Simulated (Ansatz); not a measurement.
```xyz
9

O     1.9812    0.5068   -0.2483
Si    0.5506    0.0378   -0.9199
Si   -1.0783   -0.3616    0.7339
F    -1.0670    0.8863    1.7336
F    -0.7080   -1.6440    1.6046
H     1.9706    1.2439    0.3641
H     0.8300   -1.1981   -1.6892
H    -0.0042    1.0685   -1.8447
H    -2.4748   -0.5397    0.2657
```

Charge 0, multiplicity 1.

Problem. List the B3LYP/def2-TZVPP orbital energies in eV (Ansatz). (Estimate.)

Solution. Ansatz gave: Occupied: -1800.79, -1799.76, -671.81, -671.75, -521.04, -145.13, -144.23, -100.51, -100.46, -100.39, -99.57, -99.54, -99.53, -32.99, -32.50, -27.89, -16.26, -15.53, -13.76, -13.50, -13.16, -12.62, -12.14, -11.80, -11.03, -10.92, -10.44, -9.25, -7.96. Lowest empty: -1.24, -0.50, 0.89, 1.14, 1.42, 1.83, 2.23, 2.59.

B3LYP here is the variant with VWN-RPA as its local correlation; programs differ in this.
